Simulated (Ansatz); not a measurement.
Two structures of SiN2H10O, singlet, reached by relaxing down either side of one saddle point (PBE0-D4/def2-TZVP). Energies are electronic, without zero-point energy. Computed with Ansatz 0.2.0 (basis: def2-TZVPP and def2-QZVPP); correlated methods freeze the cores. Extrapolation: Hartree–Fock as exp(−7.88 √X), correlation as X^−2.97. First:

```xyz
14
angstrom
Si 1.4854 0.9049 0.6431
N 1.1480 -0.7160 1.1863
H 1.5680 0.8675 -0.8374
H 0.3825 1.7691 1.1169
H 2.7773 1.4547 1.1521
H -1.5702 0.5764 -1.1911
O -1.5594 1.5281 -1.4224
H -0.6945 -1.2147 0.0807
N -1.5147 -1.1962 -0.5248
H 1.8208 -1.4267 0.9341
H 0.9211 -0.8178 2.1659
H -0.9809 1.5930 -2.1840
H -1.4499 -1.9729 -1.1705
H -2.3332 -1.3493 0.0512
```

Second:

Si1  (0.656, 1.359, -0.171)
N2  (0.950, -0.787, 0.921)
H3  (0.612, 0.390, -1.305)
H4  (-0.490, 1.304, 0.766)
H5  (2.013, 1.511, 0.422)
H6  (-1.561, -1.095, -1.031)
O7  (0.326, 2.849, -0.878)
H8  (0.104, -1.316, 0.695)
N9  (-1.749, -1.658, -0.209)
H10  (1.755, -1.301, 0.585)
H11  (1.029, -0.712, 1.928)
H12  (0.968, 3.165, -1.514)
H13  (-2.146, -2.534, -0.525)
H14  (-2.467, -1.174, 0.317)
(Å)

Question: Which bonds change from the first to the second?

Answer: SiNH₅ ([NH2][SiH3]) + H₂O + NH₃ → SiH₄O ([OH][SiH3]) + NH₃ + NH₃; bonds formed: Si1–O7, N2–H8, H6–N9; bonds broken: Si1–N2, H6–O7, H8–N9.

Question: Give the saddle point's structure and its height above each. (Judge from chemistry; the value comes from the calculation.)

Answer: Computed: 86.2 kJ/mol above the first and 122.0 kJ/mol above the second (CCSD(T) at an estimated basis limit (MP2 extrapolated from triple and quadruple zeta, plus CCSD(T) − MP2 in triple zeta)).
| atom | x (Å) | y (Å) | z (Å) |
| --- | --- | --- | --- |
| Si1 | 0.8628 | 0.9456 | 0.2718 |
| N2 | 1.1291 | -0.7574 | 0.7443 |
| H3 | 1.7924 | 0.7849 | -0.9641 |
| H4 | -0.3071 | 1.0280 | 1.2881 |
| H5 | 1.6258 | 2.1026 | 0.8626 |
| H6 | -1.1664 | 0.1657 | -0.7482 |
| O7 | -0.4737 | 1.2056 | -0.9583 |
| H8 | -0.6682 | -1.2429 | 0.1122 |
| N9 | -1.5630 | -0.9172 | -0.3151 |
| H10 | 1.9718 | -1.1960 | 0.3958 |
| H11 | 1.0168 | -0.9536 | 1.7316 |
| H12 | -0.0614 | 1.1951 | -1.8307 |
| H13 | -1.9044 | -1.5776 | -1.0028 |
| H14 | -2.2545 | -0.7827 | 0.4129 |

T1 diagnostic: at most 0.011.

The step is the kind of ligand exchange by which a precursor binds to a hydroxyl group, or is hydrolysed, in atomic layer deposition of oxides.

Labels in which every atom is bracketed show which atoms are joined, not bond orders.

For scale, one of the runs: CCSD(T)/def2-TZVPP, 275 basis functions, launched by `ansatz run in.yaml --threads 8 --pin off --events-out ev --progress --plain --max-ram 19148MiB`. Hardware: 8 CPU threads of an Arm Neoverse V1, shared host. Wall time 2.2 min; peak host memory 7.6 GiB.
